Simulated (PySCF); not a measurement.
PySCF input (BP86/def2-TZVPD):

```python
from pyscf import gto, scf, dft

mol = gto.M(
    atom='''
    Na   -0.00000000   -0.00000000   -2.00393820
    Na    0.00000000    0.00000000    2.00393820
    ''',
    basis='def2-tzvpd',
    charge=1,
    spin=1,
    symmetry='D2h',
    verbose=4,
)

mf = dft.UKS(mol, xc='bp86').density_fit(auxbasis='def2-universal-jkfit')
mf.grids.level = 3
mf.conv_tol = 1e-9
mf.max_cycle = 100
mf.max_memory = 1500
mf.kernel()
if not mf.converged:
    mf = mf.newton()
    mf.kernel(mf.make_rdm1())
mf.analyze()
```

End of the output:

```
Extra cycle  E= -324.404547464093  delta_E= -7.39e-13  |g|= 9.19e-08  |ddm|= 6.26e-07
converged SCF energy = -324.404547464093  <S^2> = 0.75002261  2S+1 = 2.0000226
**** SCF Summaries ****
Total Energy =                        -324.404547464093014
Nuclear Repulsion Energy =              15.976151989447583
One-electron Energy =                 -483.345058990578650
Two-electron Energy =                  142.964359537038035
Two-electron Coulomb Energy =          171.662560644973524
DFT Exchange-Correlation Energy =      -28.698201107935486
HOMO-LUMO gap [eV] =                     0.994332259035715
Wave-function symmetry = Ag
alpha occupancy for each irrep:     Ag  B1g  B2g  B3g   Au  B1u  B2u  B3u
                                     4    0    1    1    0    3    1    1
beta  occupancy for each irrep:     Ag  B1g  B2g  B3g   Au  B1u  B2u  B3u
                                     3    0    1    1    0    3    1    1
**** MO energy ****
alpha MO #1 (B1u #1), energy= -38.1742337895878 occ= 1
alpha MO #2 (Ag #1), energy= -38.1742212128068 occ= 1
alpha MO #3 (B1u #2), energy= -2.26732890530789 occ= 1
alpha MO #4 (Ag #2), energy= -2.26730716488151 occ= 1
alpha MO #5 (B2u #1), energy= -1.24355440199003 occ= 1
alpha MO #6 (B3u #1), energy= -1.24355440199003 occ= 1
alpha MO #7 (B2g #1), energy= -1.2435446434788 occ= 1
alpha MO #8 (B3g #1), energy= -1.2435446434788 occ= 1
alpha MO #9 (Ag #3), energy= -1.24298239377476 occ= 1
alpha MO #10 (B1u #3), energy= -1.24284333276892 occ= 1
alpha MO #11 (Ag #4), energy= -0.276903008036503 occ= 1
alpha MO #12 (B1u #4), energy= -0.215695559461595 occ= 0
alpha MO #13 (B2u #2), energy= -0.168705254219361 occ= 0
alpha MO #14 (B3u #2), energy= -0.168705254219362 occ= 0
alpha MO #15 (Ag #5), energy= -0.158854859054371 occ= 0
alpha MO #16 (B2g #2), energy= -0.124366815192031 occ= 0
alpha MO #17 (B3g #2), energy= -0.12436681519203 occ= 0
alpha MO #18 (B1u #5), energy= -0.0906418866933061 occ= 0
alpha MO #19 (Ag #6), energy= -0.0872098506671666 occ= 0
alpha MO #20 (B2u #3), energy= -0.0616736263443751 occ= 0
alpha MO #21 (B3u #3), energy= -0.061673626344376 occ= 0
alpha MO #22 (Ag #7), energy= -0.0548587642124261 occ= 0
alpha MO #23 (B1u #6), energy= -0.0540903277590363 occ= 0
alpha MO #24 (B2g #3), energy= -0.0434200751354719 occ= 0
alpha MO #25 (B3g #3), energy= -0.0434200751354707 occ= 0
alpha MO #26 (B1u #7), energy= -0.0259633035270213 occ= 0
alpha MO #27 (B2u #4), energy= -0.00618733503055213 occ= 0
alpha MO #28 (B3u #4), energy= -0.00618733503055213 occ= 0
alpha MO #29 (Ag #8), energy= 0.0015651487601005 occ= 0
alpha MO #30 (Ag #9), energy= 0.0114916858902472 occ= 0
alpha MO #31 (B1g #1), energy= 0.0114919705808979 occ= 0
alpha MO #32 (B2u #5), energy= 0.0417282433862212 occ= 0
alpha MO #33 (B3u #5), energy= 0.0417282433862207 occ= 0
alpha MO #34 (B1u #8), energy= 0.0419805629329062 occ= 0
alpha MO #35 (Au #1), energy= 0.0419808712091604 occ= 0
alpha MO #36 (B2g #4), energy= 0.0476719345124506 occ= 0
alpha MO #37 (B3g #4), energy= 0.047671934512453 occ= 0
alpha MO #38 (B1u #9), energy= 0.0538600512427152 occ= 0
alpha MO #39 (Ag #10), energy= 0.0917460764949833 occ= 0
alpha MO #40 (B2g #5), energy= 0.104813423868703 occ= 0
alpha MO #41 (B3g #5), energy= 0.104813423868703 occ= 0
alpha MO #42 (B1u #10), energy= 0.177215253008642 occ= 0
alpha MO #43 (B2u #6), energy= 0.80519644537813 occ= 0
alpha MO #44 (B3u #6), energy= 0.80519644537813 occ= 0
alpha MO #45 (B1g #2), energy= 0.805631864249549 occ= 0
alpha MO #46 (Ag #11), energy= 0.805632855849651 occ= 0
alpha MO #47 (Au #2), energy= 0.821419649693017 occ= 0
alpha MO #48 (B1u #11), energy= 0.821420684673368 occ= 0
alpha MO #49 (B2g #6), energy= 0.852848403340654 occ= 0
alpha MO #50 (B3g #6), energy= 0.852848403340654 occ= 0
alpha MO #51 (B1u #12), energy= 0.85609163526463 occ= 0
alpha MO #52 (Ag #12), energy= 0.867470573371977 occ= 0
alpha MO #53 (Ag #13), energy= 0.963091404783258 occ= 0
alpha MO #54 (B2u #7), energy= 0.967234783764173 occ= 0
alpha MO #55 (B3u #7), energy= 0.967234783764173 occ= 0
alpha MO #56 (B2g #7), energy= 0.98552710420892 occ= 0
alpha MO #57 (B3g #7), energy= 0.985527104208921 occ= 0
alpha MO #58 (B1u #13), energy= 1.06545937083371 occ= 0
alpha MO #59 (Ag #14), energy= 3.10913874228741 occ= 0
alpha MO #60 (B1u #14), energy= 3.27824276279466 occ= 0
alpha MO #61 (B2u #8), energy= 5.35091132443377 occ= 0
alpha MO #62 (B3u #8), energy= 5.35091132443377 occ= 0
alpha MO #63 (B1g #3), energy= 5.35130433341111 occ= 0
alpha MO #64 (Ag #15), energy= 5.35130926498472 occ= 0
alpha MO #65 (Au #3), energy= 5.35701217371624 occ= 0
alpha MO #66 (B1u #15), energy= 5.35701710134365 occ= 0
alpha MO #67 (B2g #8), energy= 5.37038365394011 occ= 0
alpha MO #68 (B3g #8), energy= 5.37038365394011 occ= 0
alpha MO #69 (Ag #16), energy= 5.37495055668509 occ= 0
alpha MO #70 (B1u #16), energy= 5.38009372447183 occ= 0
beta  MO #1 (B1u #1), energy= -38.1737672696135 occ= 1
beta  MO #2 (Ag #1), energy= -38.1737547148389 occ= 1
beta  MO #3 (B1u #2), energy= -2.26627056151019 occ= 1
beta  MO #4 (Ag #2), energy= -2.26625195850294 occ= 1
beta  MO #5 (B2u #1), energy= -1.24228341147515 occ= 1
beta  MO #6 (B3u #1), energy= -1.24228341147515 occ= 1
beta  MO #7 (B2g #1), energy= -1.24227601228514 occ= 1
beta  MO #8 (B3g #1), energy= -1.24227601228514 occ= 1
beta  MO #9 (Ag #3), energy= -1.241370912182 occ= 1
beta  MO #10 (B1u #3), energy= -1.24125852845392 occ= 1
beta  MO #11 (Ag #4), energy= -0.240361971196083 occ= 0
beta  MO #12 (B1u #4), energy= -0.202164109487746 occ= 0
beta  MO #13 (B2u #2), energy= -0.145332147293384 occ= 0
beta  MO #14 (B3u #2), energy= -0.145332147293384 occ= 0
beta  MO #15 (Ag #5), energy= -0.135814801981827 occ= 0
beta  MO #16 (B2g #2), energy= -0.111729158834454 occ= 0
beta  MO #17 (B3g #2), energy= -0.111729158834454 occ= 0
beta  MO #18 (B1u #5), energy= -0.0789923162153521 occ= 0
beta  MO #19 (Ag #6), energy= -0.0751384973323734 occ= 0
beta  MO #20 (B2u #3), energy= -0.0548378204620295 occ= 0
beta  MO #21 (B3u #3), energy= -0.0548378204620286 occ= 0
beta  MO #22 (Ag #7), energy= -0.0492902331574543 occ= 0
beta  MO #23 (B1u #6), energy= -0.0481471375672413 occ= 0
beta  MO #24 (B2g #3), energy= -0.0394909271819033 occ= 0
beta  MO #25 (B3g #3), energy= -0.0394909271819037 occ= 0
beta  MO #26 (B1u #7), energy= -0.019721455717761 occ= 0
beta  MO #27 (B2u #4), energy= 0.0186875445728196 occ= 0
beta  MO #28 (B3u #4), energy= 0.0186875445728196 occ= 0
beta  MO #29 (Ag #8), energy= 0.0255501985513756 occ= 0
beta  MO #30 (B1g #1), energy= 0.0302315596124521 occ= 0
beta  MO #31 (Ag #9), energy= 0.0302406342941971 occ= 0
beta  MO #32 (B2u #5), energy= 0.0545572071538936 occ= 0
[...]
```
